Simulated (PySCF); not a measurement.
One of the candidates below gave these computed data.

All candidates are H11NOSi4.

- Dipole: 1.30 D [CAM-B3LYP/def2-SVPD]
- Triplet: lowest triplet excitation (Tamm–Dancoff): 5.46 eV [TDA CAM-B3LYP/def2-SVPD]
- UV, strongest line: among the 8 lowest singlet transitions: S7 at 7.15 eV (173 nm, f = 0.064) [TDDFT CAM-B3LYP/def2-SVPD]
- Polarisability: 119.6 au [CAM-B3LYP/def2-SVPD]
- 1H NMR: chemical shifts (computed TMS as zero) by class: 5.90 (1 H), 5.76 (1 H), 5.62 (1 H), 3.44 (3 H), 3.27 (3 H), 0.40 (2 H) ppm [GIAO PBE0/pcSseg-1]
- Rotational structure: rotational constants A, B, C: 2.009, 0.850, 0.650 GHz [GFN2-xTB]
- UV, first state: lowest singlet excitation: 6.03 eV (205 nm, f = 0.011) [TDDFT CAM-B3LYP/def2-SVPD]
- NMR, other nuclei: isotropic shieldings of nuclei other than C and H, by class: 240 (1 N), 311 (1 O), 364 (1 Si), 381 (1 Si), 469 (1 Si), 474 (1 Si) ppm [GIAO PBE0/pcSseg-1]

Electronic properties: PySCF, gas phase, density fitting. Levels stand in brackets. One conformer (not necessarily the lowest) at the GFN2-xTB geometry, without solvent, vibrations or thermal averaging. GFN2-xTB frequencies show an imaginary mode (26i cm⁻¹), so this geometry is no minimum at that level. NMR classes are plain means over equivalent atoms (diastereotopic ones count apart unless rotation or inversion swaps them), as if these changed places fast.

Question: Which candidate is it?
A. `N[Si@H](O)[SiH]([SiH3])[SiH3]`
B. `[SiH3]O[SiH2]N[SiH2][SiH3]`
C. `N[SiH2][Si@@H](O)[SiH2][SiH3]`
D. `N[Si@H]([SiH3])O[SiH2][SiH3]`

Answer: D. It is `N[Si@H]([SiH3])O[SiH2][SiH3]`. Numbering: `[NH2:1][Si@H:2]([SiH3:3])[O:4][SiH2:5][SiH3:6]`. Its formula, H11NOSi4, gives 0 degrees of unsaturation, so no ring and no π bond. Hydrogen classes from least to most shielded: 1 H on an oxygen-bound silicon, Si2 (5.90 ppm), 1 H on an oxygen-bound silicon, Si5 (5.76 ppm), 1 H on an oxygen-bound silicon, Si5 (5.62 ppm), 3 H on an SiH3 silicon, Si6 (3.44 ppm), 3 H on an SiH3 silicon, Si3 (3.27 ppm), 2 H on a silicon-bound nitrogen, N1 (0.40 ppm, a mean of values up to 0.6 ppm apart in this geometry). The other shieldings belong to: 240 ppm, silicon-bound nitrogen [N1]; 311 ppm, siloxane oxygen [O4]; 364 ppm, oxygen-bound silicon [Si2]; 381 ppm, oxygen-bound silicon [Si5]; 469 ppm, SiH3 silicon [Si6]; 474 ppm, SiH3 silicon [Si3]. The optimised geometry has point group C1 and is an asymmetric top.

The others, at the same levels:
- `N[Si@H](O)[SiH]([SiH3])[SiH3]` fails: its computed 1H shifts are 6.24 (1 H), 3.65 (3 H), 3.63 (3 H), 3.03 (1 H), 1.41 (1 H), 0.39 (2 H) ppm, static isotropic polarisability is 128.6 au (against 119.6 au) and rotational constant A is 1.485 GHz (against 2.009 GHz).
- `[SiH3]O[SiH2]N[SiH2][SiH3]` fails: its computed 1H shifts are 5.27 (3 H), 5.26 (2 H), 5.08 (2 H), 3.64 (3 H), 0.03 (1 H) ppm, strongest line among the 8 lowest singlet transitions is S7 at 7.55 eV (164 nm, f = 0.043) (against S7 at 7.15 eV) and static isotropic polarisability is 114.1 au (against 119.6 au).
- `N[SiH2][Si@@H](O)[SiH2][SiH3]` fails: its computed 1H shifts are 6.21 (1 H), 5.45 (1 H), 5.12 (1 H), 3.55 (1 H), 3.54 (3 H), 3.22 (1 H), -0.05 (1 H), -0.41 (2 H) ppm, lowest singlet excitation is 5.39 eV (230 nm, f = 0.064) (against 6.03 eV) and lowest triplet excitation (Tamm–Dancoff) is 4.84 eV (against 5.46 eV).

Each candidate is one conformer, not necessarily the lowest. Dipoles, sizes and rotational constants follow the conformer. The torsions of the flexible species, by atom-mapped SMILES:
- `[NH2:1][Si@H:2]([SiH3:3])[O:4][SiH2:5][SiH3:6]`: N1–Si2–O4–Si5 98°, Si2–O4–Si5–Si6 70°, H–N1–Si2–Si3 -58°, H–N1–Si2–Si3 162°
- `[NH2:1][Si@H:2]([OH:3])[SiH:4]([SiH3:5])[SiH3:6]`: N1–Si2–Si4–Si5 27°, H–N1–Si2–O3 -51°, H–N1–Si2–O3 171°, H–O3–Si2–N1 55°
- `[SiH3:1][O:2][SiH2:3][NH:4][SiH2:5][SiH3:6]`: Si1–O2–Si3–N4 51°, O2–Si3–N4–Si5 31°, Si3–N4–Si5–Si6 42°
- `[NH2:1][SiH2:2][Si@@H:3]([OH:4])[SiH2:5][SiH3:6]`: N1–Si2–Si3–O4 -169°, Si2–Si3–Si5–Si6 -166°, H–N1–Si2–Si3 173°, H–N1–Si2–Si3 -50°, H–O4–Si3–Si2 -173°
